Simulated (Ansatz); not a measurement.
The pair A = HCl (SMILES Cl) (first 2 atoms), B = Si2H6 (SMILES [SiH3][SiH3]); geometry from B3LYP-D3(BJ)/def2-TZVP.
(charge 0, multiplicity 1):
```xyz
10

Cl    -0.0802     0.5708     0.2085
H     -0.2967     1.2633     1.2703
Si     0.4296    -1.2015     3.6615
Si    -0.2215     0.9545     4.3178
H      1.6794    -1.1412     2.8701
H     -0.6381    -1.8372     2.8568
H      0.6668    -2.0147     4.8793
H     -1.4719     0.9123     5.1128
H     -0.4780     1.8195     3.1330
H      0.8396     1.6080     5.1204
```

Cores are frozen in the correlated methods. MP2 and its Hartree–Fock in aug-cc-pV(T+d)Z are density fitted.

Programs: Ansatz (Gaussian orbitals). 

The counterpoise-corrected interaction energy is E(AB) − E(A in the pair's basis) − E(B in the pair's basis). Total energies (hartree):

```csv
level,AB,A in the pair's basis,B in the pair's basis
HF/aug-cc-pV(D+d)Z,-1041.4454098,-460.0948495,-581.3528808
MP2/aug-cc-pV(D+d)Z,-1041.8368067,-460.2581396,-581.5769965
HF/aug-cc-pV(T+d)Z,-1041.4827521,-460.1084739,-581.3765412
MP2/aug-cc-pV(T+d)Z,-1041.9653043,-460.3169976,-581.6458748
CCSD(T)/aug-cc-pV(D+d)Z,-1041.9195456,-460.2807039,-581.6374968
```

Q: Work out the counterpoise-corrected interaction energy at the basis-set limit: extrapolate the MP2 correlation part as X⁻³, take Hartree–Fock from the larger set, and add the CCSD(T) − MP2 difference of aug-cc-pV(D+d)Z.

A: 
1. Differences (1 hartree = 627.509 kcal/mol): HF/aug-cc-pV(D+d)Z 1.456; MP2/aug-cc-pV(D+d)Z -1.048; HF/aug-cc-pV(T+d)Z 1.420; MP2/aug-cc-pV(T+d)Z -1.526; CCSD(T)/aug-cc-pV(D+d)Z -0.844.
2. Correlation parts, MP2 less HF: -2.504 in aug-cc-pV(D+d)Z (X = 2), -2.946 in aug-cc-pV(T+d)Z (X = 3).
3. Limit (3³·(-2.946) − 2³·(-2.504))/(3³ − 2³) = -3.132; with HF/aug-cc-pV(T+d)Z it gives -1.712.
4. CCSD(T) less MP2 in aug-cc-pV(D+d)Z: 0.204.
Result: -1.51 kcal/mol, against -1.05 at MP2/aug-cc-pV(D+d)Z. It is an estimate of this method's limit, not of the exact value.

Ansatz is a program for electronic structure.
